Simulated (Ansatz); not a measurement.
Reaction (formal exchange of groups at the In–N bond): `[CH3][In]([NH2])[SH]` + `CC(O)CO` → `[CH3][In]([CH3])[SH]` + `NC(O)CO`

Calculated with Ansatz (gas phase, PBE0-D4/def2-TZVP geometries, no zero-point term in ΔE). CCSD(T)/CBS is the MP2 limit (def2-TZVPP, def2-QZVPP) plus CCSD(T) − MP2 in def2-TZVPP, frozen cores. Functionals use def2-TZVPP. def2 core potentials past Kr. For In outer-core shells are correlated without core-valence functions, which leaves a few kJ/mol of doubt a bond. Each species was taken in one conformer, which may not be the lowest.

`[CH3][In]([NH2])[SH]`:

Z-matrix (Å, degrees):
```
C
In 1 2.137
H 1 1.091 2 109.5
H 1 1.090 2 110.1 3 119.3
H 1 1.089 2 110.2 3 -120.1
N 2 2.018 1 124.7 3 -58.2
S 2 2.397 1 121.7 3 116.4
H 6 1.008 2 119.5 1 -164.1
H 6 1.009 2 119.7 1 -23.8
H 7 1.343 2 94.0 1 -177.1
```

`CC(O)CO`:

Cartesian coordinates in Å:
```
C 0.689 -1.325 0.658
C 0.548 -0.007 -0.062
O 0.760 -0.231 -1.439
C -0.815 0.614 0.154
O -0.849 1.811 -0.604
H 1.676 -1.749 0.471
H -0.060 -2.037 0.302
H 0.569 -1.196 1.736
H 1.300 0.702 0.319
H 0.495 0.580 -1.888
H -1.585 -0.090 -0.189
H -0.971 0.817 1.221
H -1.757 2.112 -0.679
```

`[CH3][In]([CH3])[SH]`:

Cartesian coordinates in Å:
```
C 0.508 -1.568 1.395
In 0.289 0.050 0.003
C -1.447 0.926 -0.907
S 2.395 1.014 -0.664
H 1.397 -1.415 2.007
H -0.367 -1.653 2.040
H 0.624 -2.504 0.845
H -1.610 0.468 -1.885
H -1.294 1.996 -1.049
H -2.337 0.766 -0.296
H 1.842 1.918 -1.489
```

`NC(O)CO`:

```xyz
12

N    -0.210    1.441    0.195
C    -0.651    0.155   -0.281
O    -1.475   -0.554    0.625
C     0.550   -0.693   -0.663
O     1.356   -0.965    0.472
H    -1.012    2.027    0.391
H     0.284    1.328    1.073
H    -1.265    0.318   -1.172
H    -0.890   -0.951    1.281
H     0.198   -1.657   -1.036
H     1.123   -0.196   -1.452
H     1.993   -0.254    0.568
```

Is it downhill or uphill in electronic energy at CCSD(T)/CBS, and by how much? (Estimate.)

Computed: Uphill: ΔE = +42.8 kJ/mol.

What do these levels give: PBE-D4, B97M-V, r2SCAN0-D4, BHLYP-D4, CAM-B3LYP-D4, r2SCAN, BHLYP, MP2/def2-SVP, MP2/def2-TZVPP, CCSD/def2-TZVPP, MP2/def2-QZVPP, HF/CBS(def2)? (An estimate is asked.)

The calculation gave: PBE-D4 32.4, B97M-V 40.3, r2SCAN0-D4 35.9, BHLYP-D4 38.8, CAM-B3LYP-D4 38.8, r2SCAN 36.3, BHLYP 39.2, MP2/def2-SVP 35.2, MP2/def2-TZVPP 39.2, CCSD/def2-TZVPP 37.8, MP2/def2-QZVPP 42.9, HF/CBS(def2) 43.1 kJ/mol.

Largest T1 diagnostic among the species: 0.013.

Leaving LDA and LC-ωPBE aside and taking each functional with its dispersion term where it has one, the values, not all of them listed here, spread over 8.7 kJ/mol, from revPBE-D4 to B97M-V. At CCSD(T), def2-SVP lies −10.6 kJ/mol from the extrapolated value and def2-TZVPP −5.8 kJ/mol.
